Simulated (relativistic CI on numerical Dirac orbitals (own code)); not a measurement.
Radial parameters of Gd17+

Computed by Dirac-Coulomb-Breit CI, orbitals from a KLI potential per configuration, QED by a radiative potential, unscaled Slater integrals (own radial code, finite nucleus).

Slater integrals F^k, G^k are unscaled and averaged over j, outside the closed core [Ar] 3d10 4s2; ζ comes from projecting the Hamiltonian with its Breit term on Σ l·s of the shell.

- 4p⁶4d¹⁰4f: ζ(4f) = 2468.8 cm⁻¹; <r>(4f) = 0.6133, <r^2>(4f) = 0.4369 (bohr units).
- 4p⁶4d¹⁰5p: ζ(5p) = 54152 cm⁻¹; <r>(5p) = 1.111, <r^2>(5p) = 1.379 (bohr units).
- 4p⁶4d⁹4f²: ζ(4d) = 20727, F^2(4f,4f) = 167040, F^4(4f,4f) = 107870, F^6(4f,4f) = 78552, F^2(4d,4f) = 165040, F^4(4d,4f) = 107700, G^1(4d,4f) = 187860, G^3(4d,4f) = 123120, G^5(4d,4f) = 88600, ζ(4f) = 2445.9 cm⁻¹; <r>(4d) = 0.5909, <r^2>(4d) = 0.4002, <r>(4f) = 0.6135, <r^2>(4f) = 0.4371 (bohr units).

Averages of the first 10 configurations, taken without configuration mixing, which lowers the lowest level and can move excited configurations by several eV; other configurations of the list can lie among them:

| Configuration | Parity | States | Average energy above the lowest level (eV) |
| --- | --- | --- | --- |
| 4p⁶4d¹⁰4f | odd | 14 | 0.8 |
| 4p⁶4d¹⁰5s | even | 2 | 25.1 |
| 4p⁶4d¹⁰5p | odd | 6 | 60.5 |
| 4p⁶4d⁹4f² | even | 910 | 151.1 |
| 4p⁶4d¹⁰5d | even | 10 | 111.2 |
| 4p⁶4d⁹5s² | even | 10 | 205.4 |
| 4p⁶4d¹⁰5f | odd | 14 | 165.6 |
| 4p⁶4d¹⁰6s | even | 2 | 169.0 |
| 4p⁶4d⁹4f5s | odd | 280 | 174.8 |
| 4p⁶4d⁹5s5p | odd | 120 | 238.6 |
